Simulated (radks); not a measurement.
Task: The mean radii <r> (bohr) of the occupied orbitals of an atom or ion are listed with their occupations. All-electron calculation, Dirac Kohn-Sham, PBE, spin-unpolarised, spherical densities, finite nucleus; Fermi nuclear charge, rms radius of each element as measured or else 0.836 A^(1/3) + 0.57 fm. Program: a radial shooting solver on a logarithmic mesh with Libxc functionals.

orbital  occ.      <r>
1s1/2       2  0.06303
2s1/2       1   0.2611

Name the element and its charge. Open shells, if any, are shared by 2j + 1.

Result: Z = 24, chromium, charge +21: Cr21+ in [He] 2s1. The 1s radius gives Z: for a bare nucleus <r> = (2 gamma + 1)/(2Z) with gamma = sqrt(1 - (Z/c)^2), 0.06186 bohr for Z = 24, and screening makes it slightly larger (0.06303 here). The occupations add up to 3, and the charge is Z minus that.
